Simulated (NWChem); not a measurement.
System: CH₆OSi₂, singlet; SMILES [Si]([SiH3])OC

Here is an NWChem input.

```
start job
memory heap 200 mb stack 900 mb global 1100 mb
geometry units angstroms noautosym nocenter noautoz
  Si     0.852604    -0.162355     0.580125
  O     -0.386354    -1.062585    -0.100600
  C     -0.416179    -2.467227    -0.160481
  H     -1.309986    -2.838984     0.365138
  H     -0.479470    -2.789385    -1.211945
  H      0.481365    -2.922530     0.297859
  Si    -0.257332     1.929991     0.061188
  H      0.522709     3.129177     0.510254
  H     -1.601192     1.983508     0.726276
  H     -0.470070     2.051200    -1.419095
end
basis spherical
  * library def2-svp
end
dft
  xc xpbe96 cpbe96
  iterations 150
end
cosmo
  do_cosmo_smd true
  solvent methanol
end
task dft energy
```

Parts of the log:

```
             Northwest Computational Chemistry Package (NWChem) 7.3.0
             --------------------------------------------------------

                             Geometry "geometry" -> ""
                             -------------------------

 Output coordinates in angstroms (scale by  1.889725989 to convert to a.u.)

  No.       Tag          Charge          X              Y              Z
 ---- ---------------- ---------- -------------- -------------- --------------
    1 Si                  14.0000     0.85260400    -0.16235500     0.58012500
    2 O                    8.0000    -0.38635400    -1.06258500    -0.10060000
    3 C                    6.0000    -0.41617900    -2.46722700    -0.16048100
    4 H                    1.0000    -1.30998600    -2.83898400     0.36513800
    5 H                    1.0000    -0.47947000    -2.78938500    -1.21194500
    6 H                    1.0000     0.48136500    -2.92253000     0.29785900
    7 Si                  14.0000    -0.25733200     1.92999100     0.06118800
    8 H                    1.0000     0.52270900     3.12917700     0.51025400
    9 H                    1.0000    -1.60119200     1.98350800     0.72627600
   10 H                    1.0000    -0.47007000     2.05120000    -1.41909500

 Effective nuclear repulsion energy (a.u.)     197.9737380085

  pbe96 is a nonlocal functional; adding pw91lda local functional.

                                 NWChem DFT Module
                                 -----------------

 Summary of "ao basis" -> "ao basis" (spherical)
 ------------------------------------------------------------------------------
       Tag                 Description            Shells   Functions and Types
 ---------------- ------------------------------  ------  ---------------------
 Si                         def2-svp                 8       18   4s3p1d
 O                          def2-svp                 6       14   3s2p1d
 C                          def2-svp                 6       14   3s2p1d
 H                          def2-svp                 3        5   2s1p

 in cosmo_initialize ...
 calling solv_data for solv:methanol

 solvent parameters
 solvname_short: methanol
 solvname_long:  methanol
 dielec:       32.6130
 dielecinf:     1.7657
 nonaqueous SMD model solvent descriptors
 dielec:       32.6130
 sola:          0.4300
 solb:          0.4700
 solc:          0.0000
 solg:         31.7700
 solh:          0.0000
 soln:          1.3288

[...]

                                COSMO-SMD solvation results
                                ---------------------------

             internal energy in gas <Psi(g)|H|Psi(g)> =      -695.179241242598
         internal energy in solvent <Psi(s)|H|Psi(s)> =      -695.178647531000
                               delta internal energy  =         0.000593711598 (    0.37 kcal/mol)
   total free energy in solvent <Psi(s)|H+V/2|Psi(s)> =      -695.184021598610
 polarization energy contribution <Psi(s)|V/2|Psi(s)> =        -0.005374067610 (   -3.37 kcal/mol)
    total free energy in solvent including G(SMD-CDS) =      -695.183381419283
                       G(SMD-CDS) energy contribution =         0.000640179327 (    0.40 kcal/mol)
     1 M fixed-concentration free energy of solvation =        -0.004140176685 (   -2.60 kcal/mol)

                       DFT Final Molecular Orbital Analysis
                       ------------------------------------

 Vector   22  Occ=2.000000D+00  E=-2.836088D-01
              MO Center= -2.0D-01, -1.1D+00, -2.3D-03, r^2= 3.6D+00
   Bfn.  Coefficient  Atom+Function         Bfn.  Coefficient  Atom+Function
  ----- ------------  ---------------      ----- ------------  ---------------
    22      0.376198   2 O  px               25      0.256237   2 O  px
    57     -0.256328   6 H  s                36     -0.226277   3 C  px
    24      0.195045   2 O  pz                9     -0.189461   1 Si py
    58     -0.156709   6 H  s                12     -0.133890   1 Si py
    27      0.131678   2 O  pz               47      0.130413   4 H  s

 Vector   23  Occ=2.000000D+00  E=-2.741520D-01
              MO Center= -4.2D-01, -1.3D+00, -1.3D-01, r^2= 2.8D+00
   Bfn.  Coefficient  Atom+Function         Bfn.  Coefficient  Atom+Function
  ----- ------------  ---------------      ----- ------------  ---------------
    24      0.418426   2 O  pz               27      0.311889   2 O  pz
    47     -0.225404   4 H  s                52      0.225928   5 H  s
    38     -0.222671   3 C  pz               22     -0.219273   2 O  px
    25     -0.163546   2 O  px               13      0.142793   1 Si pz
    10      0.123775   1 Si pz               48     -0.119689   4 H  s

 Vector   24  Occ=2.000000D+00  E=-1.883457D-01
              MO Center=  6.7D-01,  1.4D-01,  4.9D-01, r^2= 3.8D+00
   Bfn.  Coefficient  Atom+Function         Bfn.  Coefficient  Atom+Function
  ----- ------------  ---------------      ----- ------------  ---------------
     4      0.392605   1 Si s                11      0.249762   1 Si px
     3      0.233622   1 Si s                 8      0.232678   1 Si px
    73      0.214592   7 Si py               70      0.210574   7 Si py
    64     -0.206686   7 Si s                22     -0.198528   2 O  px
    12     -0.176217   1 Si py                9     -0.168534   1 Si py

 Vector   25  Occ=0.000000D+00  E=-1.150842D-01
              MO Center=  6.5D-01, -4.0D-02,  4.8D-01, r^2= 3.1D+00
   Bfn.  Coefficient  Atom+Function         Bfn.  Coefficient  Atom+Function
  ----- ------------  ---------------      ----- ------------  ---------------
    13      0.560762   1 Si pz               10      0.352040   1 Si pz
    11     -0.295731   1 Si px               24     -0.236474   2 O  pz
    27     -0.217348   2 O  pz                8     -0.185314   1 Si px
    86     -0.184627   9 H  s                91      0.184855  10 H  s
     7     -0.181571   1 Si pz               74      0.149891   7 Si pz

[...]
```

Level: PBE/def2-SVP, SMD on the gas-phase geometry. Low-valent species are run as closed-shell singlets; no triplet was tried in these runs. Structure relaxed at the PBE0/def2-SVP level. Solvent: methanol.
